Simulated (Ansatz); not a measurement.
Two members of one family (Series [AlX4]-), computed with Ansatz in the gas phase. The two geometries come from different levels. A dash marks a value that wasn't run or was left out as unsound. The structures are stationary points that may keep the symmetry of their start. Remarks come from the PBE and PBE0 runs and from stability tests at other levels; not every state was tested. HOMO above LUMO (over both spins in singlets and doublets, within one spin in higher multiplets; at PBE or PBE0), or a gap under 0.15 eV within one spin, warns that the state may not be the lowest or that an electron is smeared out.

First: [AlF4]- (singlet, charge -1, r2SCAN-D4/def2-SVPD geometry).

```xyz
5

Al    0.000    0.000    0.000
F    -0.809   -0.276   -1.484
F     1.679    0.170   -0.289
F    -0.267   -1.325    1.051
F    -0.603    1.431    0.722
```

```
               level  HOMO (eV)  vertical IE (eV)
    PBE-D4/def2-SVPD      -3.54                 –
r2SCAN-D4/def2-TZVPD      -3.88              7.17
   PBE0-D4/def2-SVPD      -5.59                 –
  PBE0-D4/def2-TZVPD      -5.46              7.79
 HSE06-D4/def2-TZVPD      -5.04                 –
```

Remarks: gap within one spin near zero at PBE or PBE0 (neutral doublet).

Second: [AlH4]- (singlet, charge -1, r2SCAN-D4/def2-TZVPD geometry).

| atom | x (Å) | y (Å) | z (Å) |
| --- | --- | --- | --- |
| Al1 | 0.000 | 0.000 | -0.001 |
| H2 | 1.306 | -0.959 | -0.280 |
| H3 | 0.395 | 1.154 | 1.102 |
| H4 | -1.236 | -0.915 | 0.585 |
| H5 | -0.465 | 0.720 | -1.405 |

Estimate the same table for the second.


| level | HOMO (eV) | vertical IE (eV) |
| --- | --- | --- |
| PBE-D4/def2-SVPD | -1.05 | – |
| r2SCAN-D4/def2-TZVPD | -1.41 | 4.28 |
| PBE0-D4/def2-SVPD | -2.27 | – |
| PBE0-D4/def2-TZVPD | -2.33 | 4.48 |
| HSE06-D4/def2-TZVPD | -1.92 | – |

Remarks: gap within one spin near zero at PBE or PBE0 (neutral doublet).
